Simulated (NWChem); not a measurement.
# Atomisation of CH$_{3}$BF$_{2}$S

```xyz
8

B     -0.8022    -0.2144     0.0000
F     -2.0398     0.2426     0.0000
F     -0.6191    -1.5241     0.0000
S      0.5716     0.9401     0.0000
C      1.9883    -0.1998     0.0000
H      1.9870    -0.8308     0.8979
H      2.8914     0.4238     0.0000
H      1.9870    -0.8308    -0.8979
```
Charge 0, spin multiplicity 1.

The numbers come from NWChem runs, not from measurements. All single points use one geometry, from PBE0/def2-SVP, a minimum by its harmonic frequencies. It is one conformer; others weren't searched.

Basis set: def2-TZVP. The atomisation energy is electronic alone: no zero-point, thermal, spin-orbit or counterpoise terms. No value is extrapolated to the basis-set limit. Free atoms are single determinants with multiplicities B 2, F 2, S 3, C 3, H 2. Correlated methods freeze the same cores in atoms and molecule, 9 orbitals in all.

The structure started from a generated list of species. No SCF solution was tested for a lower state. Open-shell Hartree-Fock references start from PBE0 orbitals.

Problem. Order these methods by the atomisation energy they give, lowest first: LC-wPBE (omega 0.3 per bohr), HF, LDA (SVWN5), MP2, BP86, PBE0.

Solution. HF (590.1 kcal/mol), MP2 (783.4 kcal/mol), PBE0 (785.5 kcal/mol), LC-wPBE (omega 0.3 per bohr) (792.9 kcal/mol), BP86 (802.7 kcal/mol), LDA (SVWN5) (907.2 kcal/mol)
